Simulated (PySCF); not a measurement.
# Ionisation energy of Au⁺ by level of theory

Au⁺ [Xe] 4f14 5d10 (1S) → Au²⁺ [Xe] 4f14 5d9 (2D), as a difference of total energies. Calculation: PySCF 2.14, in aug-cc-pwCVTZ-PP with ECP60MDF (8s8p7d4f3g, 122 functions); scalar relativity through the core potential. Correlated levels: valence: 5s2 5p6 frozen; valence and next inner shell: nothing frozen outside the core potential. The calculations carry no spin-orbit coupling.

```tsv
method	ionisation energy (eV)	difference from reference (eV)
UHF	18.918	-1.285
LDA	21.350	+1.147
PBE	20.931	+0.728
PBE0	20.721	+0.518
r2SCAN	20.685	+0.482
revPBE	20.825	+0.622
MN15	20.846	+0.643
PW91	21.003	+0.800
MP2 (valence)	20.908	+0.705
SCS-MP2 (valence)	20.737	+0.534
MP2 (valence and next inner shell)	20.905	+0.702
SCS-MP2 (valence and next inner shell)	20.674	+0.471
```

Reference: 20.203 ± 0.025 eV (measured; NIST Atomic Spectra Database, ionization energies).

The reference lies between the lowest fine-structure levels, while these numbers refer to the centres of the terms.

Errors of the correlated levels include the incompleteness of this basis and the frozen core.
